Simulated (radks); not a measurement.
Valence configurations of Te (all share [Kr]). All-electron calculation, Dirac Kohn-Sham, BLYP, spin-unpolarised, spherical densities, finite nucleus; open shells fill j = l - 1/2 first; Fermi nuclear charge, rms radius 4.7423 fm. Program: a radial shooting solver on a logarithmic mesh with Libxc functionals. Energies are relative to 4d10 5s2 5p4; eigenvalues in eV.

valence           E (eV)  e(4d3/2)  e(4d5/2)  e(5p1/2)  e(5p3/2)  e(5s1/2)
4d10 5s2 5p4       0.000   -42.075   -40.606    -6.257    -5.463   -14.858
4d10 5s1.5 5p4.5   4.730   -42.795   -41.324    -6.568    -5.750   -15.272
4d10 5s1 5p5       9.521   -43.497   -42.024    -6.869    -6.028   -15.671
4d9.5 5s2 5p4.5   18.222   -45.231   -43.730    -6.851    -5.985   -15.808
4d10 5p6          19.279   -44.856   -43.378    -7.445    -6.561         -
4d9 5s2 5p5       37.745   -48.385   -46.851    -7.441    -6.501   -16.737
4d9 5s1 5p6       48.091   -49.721   -48.183    -8.017    -7.035   -17.488
4d8.5 5s2 5p5.5   58.572   -51.538   -49.971    -8.025    -7.014   -17.649
4d8.5 5s1.5 5p6   63.916   -52.194   -50.625    -8.310    -7.277   -18.017
4d8 5s2 5p6       80.703   -54.690   -53.090    -8.607    -7.523   -18.546

NIST lists [Kr] 4d10 5s2 5p4 as the ground configuration; this level of theory agrees among the configurations tried. The energies are those of spherical spin-averaged densities, not of single terms.
